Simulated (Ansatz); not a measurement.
Start from `BN/C(C)=C\F` and change one atom or group (the configuration at the double bond changes too) to get `B/C(C)=C/F`.

Ansatz, PBE0-D4/def2-TZVP geometries, multiplicity 1. Each molecule was computed in one conformer, which needn't be the lowest.

| property | `BN/C(C)=C\F` |
| --- | --- |
| HOMO–LUMO gap (PBE0/def2-TZVPP) / eV | 6.05 |
| size of the dipole moment (PBE/def2-TZVPP) / D | 1.54 |
| HOMO energy (B3LYP/def2-TZVPP) / eV | -6.43 |
| LUMO energy (ωB97M-V/def2-TZVPP) / eV | 1.28 |
| size of the dipole moment (ωB97M-V/def2-TZVPP) / D | 1.42 |
| size of the dipole moment (B3LYP/def2-TZVPP) / D | 1.47 |

Problem. Give the same properties after the change, and the shifts. (Best estimate.)

Solution. The calculation gave: 
```json
{"property": "HOMO–LUMO gap (PBE0/def2-TZVPP) / eV", "`B/C(C)=C/F`": "6.07", "shift": "0.02"}
{"property": "size of the dipole moment (PBE/def2-TZVPP) / D", "`B/C(C)=C/F`": "0.50", "shift": "-1.04"}
{"property": "HOMO energy (B3LYP/def2-TZVPP) / eV", "`B/C(C)=C/F`": "-7.66", "shift": "-1.23"}
{"property": "LUMO energy (ωB97M-V/def2-TZVPP) / eV", "`B/C(C)=C/F`": "0.20", "shift": "-1.08"}
{"property": "size of the dipole moment (ωB97M-V/def2-TZVPP) / D", "`B/C(C)=C/F`": "0.16", "shift": "-1.26"}
{"property": "size of the dipole moment (B3LYP/def2-TZVPP) / D", "`B/C(C)=C/F`": "0.22", "shift": "-1.25"}
```

Dipoles are sizes alone; their direction can turn.

B3LYP here is the variant with VWN-RPA as its local correlation; programs differ in this.
